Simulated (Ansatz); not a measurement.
Stepwise reaction of `[F][Al]([F])[Cl]` with water, as a gas-phase model of exchange steps in deposition or etching. ΔE in kJ/mol; ΔG adds harmonic PBE0-D4 terms to CCSD(T)/CBS, at 1 bar.

Calculated with Ansatz (gas phase, PBE0-D4/def2-TZVP geometries, no zero-point term in ΔE). CCSD(T)/CBS is the MP2 limit (def2-TZVPP, def2-QZVPP) plus CCSD(T) − MP2 in def2-TZVPP, frozen cores. This one scheme is used for every species. DFT in def2-TZVPP. B3LYP here is the variant with VWN-RPA as its local correlation; programs differ in this. Each species was taken in one conformer, which may not be the lowest.

```tsv
step	reaction	PBE-D4	B3LYP-D4	ωB97M-V	CCSD(T)/CBS	ΔG(400 K)
1	`[F][Al]([F])[Cl]` + H₂O → `[OH][Al]([F])[Cl]` + H–F	39.3	40.9	40.7	42.0	41.0
```

(1) Give the row of step 2, `[OH][Al]([F])[Cl]` + H₂O → `[OH][Al]([OH])[Cl]` + H–F. (Best estimate.)

(2) By hand: ΔE of the 2 steps together at CCSD(T)/CBS.

## Answers

(1) Ansatz gave: 
| step | reaction | PBE-D4 | B3LYP-D4 | ωB97M-V | CCSD(T)/CBS | ΔG(400 K) |
| --- | --- | --- | --- | --- | --- | --- |
| 2 | `[OH][Al]([F])[Cl]` + H₂O → `[OH][Al]([OH])[Cl]` + H–F | 42.7 | 44.6 | 44.2 | 45.2 | 48.5 |

(2) (42.0) + (45.2) = 87.2 kJ/mol, or 43.6 kJ/mol a step.

In ΔE the steps differ by no more than 3.2 kJ/mol. All are uphill at CCSD(T)/CBS. ΔG lies between 41.0 and 48.5 kJ/mol a step. PBE-D4 differs from CCSD(T)/CBS by -2.7 to -2.5 kJ/mol a step. Isolated molecules leave out the surface, adducts and barriers. Largest T1 diagnostic: 0.012.
